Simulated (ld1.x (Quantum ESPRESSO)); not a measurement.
# vanadium, PAW: configuration errors across variants

ld1.x (Quantum ESPRESSO) 7.5 input, shortened:

```
&input
   title='V', zed=23., rel=2, dft='PBE', iswitch=3,
   config='[Ar] 3d3 4s1.5 4p0', rel_dist='average'
 /
 &inputp
   pseudotype=3, lpaw=.true., tm=.true., lloc=-1, rcloc=1.35,
   nlcc=.true., new_core_ps=.true., rcore=0.85,
   which_augfun='BESSEL', rmatch_augfun=1.00
 /
6
4S  1  0   1.50   0.00  2.30  2.70  0.0
4S  1  0   0.00   1.10  2.30  2.70  0.0
3P  2  1   6.00   0.00  1.60  2.10  0.0
4P  3  1   0.00   0.00  1.60  2.10  0.0
3D  3  2   3.00   0.00  0.95  1.15  0.0
3D  3  2   0.00   0.20  0.95  1.15  0.0
 &test
   configts(1)='3p6 3d3 4s1.5 4p0'
 /
```

Open shells are filled in proportion to 2j + 1 (rel_dist='average').

All-electron excitation energies from the reference (eV): (1) 3p6 3d3 4s2 4p0 -3.092; (2) 3p6 3d3 4s1 4p0 4.643; (3) 3p6 3d3 4s0 4p0 18.939; (4) 3p6 3d3 4s0 4p2 3.763; (5) 3p6 3d4 4s1 4p0 -2.506; (6) 3p6 3d3 4s0 4p1 8.748.

Tests that are not counted but printed errors over 1 eV. “base”: 3p6 3d1 4s0 4p0 (solver errors, printed error -571 eV). “waves 3p (bound): rcut 1.60, rcutus 2.04 bohr; 4p (bound): rcut 1.60, rcutus 2.04 bohr”: 3p6 3d1 4s0 4p0 (solver errors, printed error -571 eV). “waves 3p (bound): rcut 1.60, rcutus 2.46 bohr; 4p (bound): rcut 1.60, rcutus 2.46 bohr”: 3p6 3d3 4s0 4p2 (solver errors, printed error -9.0 eV); 3p6 3d3 4s0 4p1 (solver errors, printed error -2.7 eV). “waves 3p (bound): rcut 1.60, rcutus 2.96 bohr; 4p (bound): rcut 1.60, rcutus 2.96 bohr”: 3p6 3d3 4s0 4p2 (solver errors, printed error -1270 eV).

Errors AE − PS in meV (a dash: test not solved or not reliable):

```csv
change,(1),(2),(3),(4),(5),(6),bound ghosts
base,+0.3,-1.7,-22,+25,-31,+24,not determined
"waves 3p (bound): rcut 1.28, rcutus 1.36 bohr; 4p (bound): rcut 1.28, rcutus 1.36 bohr",+20,+39,+638,+627,+159,+629,not determined
"waves 3p (bound): rcut 1.54, rcutus 1.64 bohr; 4p (bound): rcut 1.54, rcutus 1.64 bohr",-15,-25,-319,-116,-38,-193,not determined
"waves 3p (bound): rcut 1.60, rcutus 1.84 bohr; 4p (bound): rcut 1.60, rcutus 1.84 bohr",-7.1,-11,-126,-14,-5.6,-44,not determined
"waves 3p (bound): rcut 1.60, rcutus 2.04 bohr; 4p (bound): rcut 1.60, rcutus 2.04 bohr",-0.1,-2.7,-35,+20,-25,+15,not determined
"waves 3p (bound): rcut 1.60, rcutus 2.26 bohr; 4p (bound): rcut 1.60, rcutus 2.26 bohr",+0.9,+0.3,+19,+12,-8.4,+14,not determined
"waves 3p (bound): rcut 1.60, rcutus 2.46 bohr; 4p (bound): rcut 1.60, rcutus 2.46 bohr",+1.0,+0.7,+28,–,-10.0,–,not determined
"waves 3p (bound): rcut 1.60, rcutus 2.96 bohr; 4p (bound): rcut 1.60, rcutus 2.96 bohr",+1.5,+1.9,+68,–,-15,–,not determined
"waves 3p (bound): rcut 1.60, rcutus 3.18 bohr; 4p (bound): rcut 1.60, rcutus 3.18 bohr",+1.6,+2.3,+85,–,–,–,not determined
```

(1) Give the same row for: waves 3p (bound): rcut 1.60, rcutus 2.68 bohr; 4p (bound): rcut 1.60, rcutus 2.68 bohr.

Answers

(1) +1.3, +1.3, +45, –, -12, –; bound ghosts: not determined. Not counted: 3p6 3d3 4s0 4p2 (solver errors, printed error -12.0 eV).
